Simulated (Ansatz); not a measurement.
Species: BCl (charge 0, singlet). SMILES: [B]Cl
Geometry: optimised at B3LYP-D3(BJ)/def2-TZVP (Ansatz, an electronic-structure program).

Parts of the frozen-core correlation energy in STO-3G (Ansatz, hartree). Frozen orbitals: 6; correlated occupied orbitals by spin: 5 and 5; virtual: 3 and 3. No spin-orbit coupling. Non-relativistic. The restricted reference is unstable.

```csv
term,value
reference (HF),-478.85121
MP2 opposite-spin,?
MP2 same-spin,?
CCSD correlation,-0.06219
(T),?
FCI minus CCSD(T),-0.00041
T1 diagnostic,0.015
largest doubles amplitude,0.154
```

Task: Fill in the missing entries.

Result: 
- MP2 opposite-spin, value: -0.03360
- MP2 same-spin, value: -0.00584
- (T), value: -0.00239
